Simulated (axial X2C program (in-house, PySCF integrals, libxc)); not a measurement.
Spin–orbit effects down a group: molecules with H (ions), MP2

All values come from calculations with an in-house all-electron X2C program for linear molecules (integrals from PySCF), spin-free (one-electron X2C) or two-component (2c: spin–orbit coupling with atomic mean-field Coulomb and Gaunt terms, which also bring small scalar terms), in Dyall basis sets with cores contracted in-house; open shells are unrestricted.

Basis sets: Br dyall-cv3z, Cl dyall-av3z, F dyall-av3z, H dyall-v3z, I dyall-cv3z. Frozen shells (counts by l): HF⁺ F 1s, H none, 7 electrons correlated; HCl⁺ Cl 2s1p, H none, 7 electrons correlated; HBr⁺ Br 3s2p1d, H none, 7 electrons correlated; HI⁺ I 4s3p2d, H none, 7 electrons correlated. Where the outer core of a metal is frozen, bonds come out longer and ionisation energies lower.

| molecule | spin-free state | Re (Å) | ωe (cm⁻¹) | De (eV) | 2c state | Re 2c (Å) | ωe 2c (cm⁻¹) | De 2c (eV) |
| --- | --- | --- | --- | --- | --- | --- | --- | --- |
| HF⁺ | M_S = 1/2, Λ = 1 | 1.003 | 3105.5 | 3.59 | Ω = 3/2 | 1.003 | 3106.1 | 3.60 |
| HCl⁺ | M_S = 1/2, Λ = 1 | 1.314 | 2723.9 | 4.57 | Ω = 3/2 | 1.315 | 2723.6 | 4.57 |
| HBr⁺ | M_S = 1/2, Λ = 1 | 1.443 | 2507.6 | 3.81 | Ω = 3/2 | 1.443 | 2504.5 | 3.77 |
| HI⁺ | M_S = 1/2, Λ = 1 | 1.624 | 2288.9 | 3.09 | Ω = 3/2 | 1.627 | 2273.6 | 2.98 |

Fragments in 2c: F + H+, Cl+ + H, Br+ + H, I+ + H. Each entry is the lowest single determinant of a limited PBE0 search at one distance. De goes to single-determinant-based atoms at the same level (for ions the charge split of lowest energy) and is withheld (n/a) where an atom does not fit its ground term or J level. Main or longest-lived isotopes.
